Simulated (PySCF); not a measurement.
**Telling isomers of C5H9NO apart by NMR**

[PySCF: coordinates at the GFN2-xTB level; GIAO PBE0/pcSseg-1 shieldings; in vacuum; relativity neglected; one computed conformer; one averaged value for each set of equivalent atoms]

Chemical shifts δ = σref − σ; 1H, 13C against TMS, all at this level. Where no couplings were computed, multiplicities follow the n + 1 count of equivalent neighbours, and m marks all less simple cases (inequivalent or close neighbours, rings, F or P nearby). Acid and N–H amide carbonyl carbons lie up to 10 ppm further downfield in solution (hydrogen bonding). Shifts are as computed. Against solution values, carbons near 30 ppm lie about +3 ppm off and those near 130 ppm about +5 ppm. Of 1211 compounds with measured shifts, 218 miss one by over three times the rms of a fit or turn the order of signals round; such compounds aren't used in these exercises. Groups on amide-type nitrogens are kept apart (slow C–N rotation). OH and NH positions are gas-phase values without hydrogen bonding to other molecules.

(1) Tabulate the signals of `C=C(CC)C(N)=O`, `C/N=C/C1COC1` and their relative energies.

(2) What is the quickest way to tell C=C(CC)C(N)=O from C/N=C/C1COC1?

Answers

(1) 
```json
{"SMILES": "C=C(CC)C(N)=O", "carbon types": "2×C 2×CH2 1×CH3", "δC": "172.4, 159.7, 121.3, 34.5, 20.3", "δH": "5.61 (m, 1H), 5.56 (m, 1H), 5.24 (br, 1H), 4.46 (br, 1H), 2.25 (q, 2H), 1.52 (t, 3H)", "E rel. (kcal/mol)": "0.0"}
{"SMILES": "C/N=C/C1COC1", "carbon types": "2×CH 2×CH2 1×CH3", "δC": "168.0, 75.3, 50.8, 44.4", "δH": "8.18 (d, 1H), 5.01 (m, 2H), 4.77 (m, 2H), 3.81 (m, 1H), 3.61 (s, 3H)", "E rel. (kcal/mol)": "44.6"}
```

Energies are electronic energies at PBE0/pcSseg-1 on these geometries, without zero-point or thermal terms, each for the one conformer computed, which needn't be the lowest.

(2) Count the carbon signals: 5 against 4. The first has an amide carbonyl carbon (C) at 172.4 ppm, the second a C=N carbon (CH) at 168.0 ppm. In the proton spectra the most deshielded non-exchanging signals are 5.61 (m, 1H) and 8.18 (d, 1H).
